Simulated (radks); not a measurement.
Results of a calculation; reference values are marked as such.
These are the eigenvalues of the occupied orbitals of an atom or ion with whole-number occupations (Ry). Level of theory: Dirac Kohn-Sham, BLYP, spin-unpolarised, spherical densities, finite nucleus; Fermi nuclear charge, rms radius of each element as measured or else 0.836 A^(1/3) + 0.57 fm (a radial shooting solver on a logarithmic mesh with Libxc functionals).

1s1/2: -4052.004
2s1/2: -766.0886
2p1/2: -734.6494
2p3/2: -675.5579
3s1/2: -250.6273
3p1/2: -237.0718
3p3/2: -224.3120
3d3/2: -201.4096
3d5/2: -198.5744
4s1/2: -119.4205

Which element is it, and in what charge state? The configuration may be excited. Open shells, if any, fill j = l - 1/2 first.

Answer. Z = 66, dysprosium, charge +36: Dy36+ in [Ar] 3d10 4s2. The list shows which subshells hold electrons but not how many an open one holds; the 1s level, -2026 hartree, gives Z - s = 63.7 by -(Z - s)^2/2, which with screening and relativity narrows Z to a few neighbours, and the depths of the outer levels then fix element, charge and occupations together.
